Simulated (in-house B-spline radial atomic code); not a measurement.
The numbers below are computed, except where a source is named.
## Correlation energy from the adiabatic connection: ω²r²/2 − Z/r, ω = 0.908, Z = 3

Two electrons in a singlet, external potential ω²r²/2 − Z/r, ω = 0.908, Z = 3 (atomic units). Full CI in B-splines (partial waves to l = 8, correlation up to 0.6 % small) with the density held fixed gives W(λ) = <V_ee>_λ − U, and E_c is the integral of W(λ) − W(0) from 0 to 1.

| λ | W(λ) − W(0) (hartree) |
| --- | --- |
| 0 | 0.00000 |
| 0.02 | -0.00186 |
| 0.05 | -0.00464 |
| 0.12 | -0.01103 |
| 0.25 | -0.02260 |
| 0.4 | -0.03547 |
| 0.6 | -0.05191 |
| 0.8 | -0.06755 |
| 1 | -0.08246 |

**Question.** Integrate the table by the trapezoid rule.

**Answer.** The strips give -0.00002, -0.00010, -0.00055, -0.00219, -0.00436, -0.00874, -0.01195, -0.01500, which sum to -0.04289 hartree. The direct value, W(1) − W(0) + T_c with T_c = 0.03952, is -0.04294; the curve is convex, so chords lie above it and the trapezoids fall short in size by 0.12 %.

**Question.** Now use only three numbers: W(0) = -1.7423, the initial slope W'(0) = -0.09338 (extrapolated from the first points) and the strong-coupling limit of the point-charge-plus-continuum model, W∞ = -2.4674. What do second-order theory and the interpolation W(λ) = W∞ + (W(0) − W∞)/√(1 + 2χλ) of Seidl, Perdew and Levy give?

**Answer.** Second order keeps the slope alone: E_c = W'(0)/2 = -0.04669, +9 % in size against -0.04294. Matching the slope fixes χ = W'(0)/(W∞ − W(0)) = -0.09338/(-0.72510) = 0.12878. Integrating, with s = √(1 + 2χ) = 1.121412, E_c = −(W(0) − W∞)(s − 1)/(s + 1) = −0.72510 × 0.121412/2.121412 = -0.04150 hartree, -3.4 % in size against the full result. At λ = 1 the formula gives W − W(0) = -0.07850 against -0.08246. Part of the miss can come from the model's W∞.
